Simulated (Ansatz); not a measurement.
`O=C=NBCl` + NH₃ → `NBCl` + `N=C=O` at 298.15 K and 1 bar (ligand exchange at a B–N bond).

Program: Ansatz. Geometries: PBE0-D4/def2-TZVP. ΔE: electronic, gas phase. CCSD(T)/CBS is the MP2 limit (def2-TZVPP, def2-QZVPP) plus CCSD(T) − MP2 in def2-TZVPP, frozen cores. This one scheme is used for every species. Each species was taken in one conformer, which may not be the lowest.

| species | CCSD(T)/CBS energy (Eh) | H − E (kJ/mol) | S (J/(mol·K)) |
| --- | --- | --- | --- |
| `O=C=NBCl` | -653.16741 | 89.4 | 315.3 |
| NH₃ | -56.50880 | 100.5 | 192.4 |
| `NBCl` | -541.16722 | 121.1 | 268.2 |
| `N=C=O` | -168.51995 | 67.5 | 238.3 |

H − E and S are ideal-gas, rigid-rotor, harmonic terms from PBE0-D4/def2-TZVP, for one conformer and one mirror image of each species. 1 Eh = 2625.50 kJ/mol, R = 8.31446 J/(mol·K).

By hand: ΔE, ΔH, ΔS and ΔG.

ΔE = (-541.16722) + (-168.51995) − (-653.16741) − (-56.50880) = -0.01096 Eh = -28.8 kJ/mol. Δ(H − E) = 121.1 + 67.5 − 89.4 − 100.5 = -1.3, so ΔH = -30.1 kJ/mol. ΔS = 268.2 + 238.3 − 315.3 − 192.4 = -1.2 J/(mol·K). ΔG = -30.1 − 298.15 × (-1.2)/1000 = -29.7 kJ/mol.

By hand: the equilibrium constant, and the temperature at which ΔG would vanish if ΔH and ΔS stayed fixed.

log₁₀ K = −ΔG/(RT ln 10) = 5.2. ΔG = 0 at ΔH/ΔS = 25083 K, far beyond where these terms or the molecules hold.

The number of gas molecules stays the same, so ΔS is small and ΔH decides. A doubt of 5 kJ/mol in ΔE shifts log₁₀ K by 0.9 here. Other conformers and mirror images would add mixing entropy, several J/(mol·K) or more a flexible species. Modes under 60 cm⁻¹, often nearly free rotors, make the harmonic entropy too high. These are equilibria of isolated gas molecules and say nothing of rates. Largest T1 diagnostic: 0.018 (customary marks: 0.02 for closed shells, 0.045 for open ones).
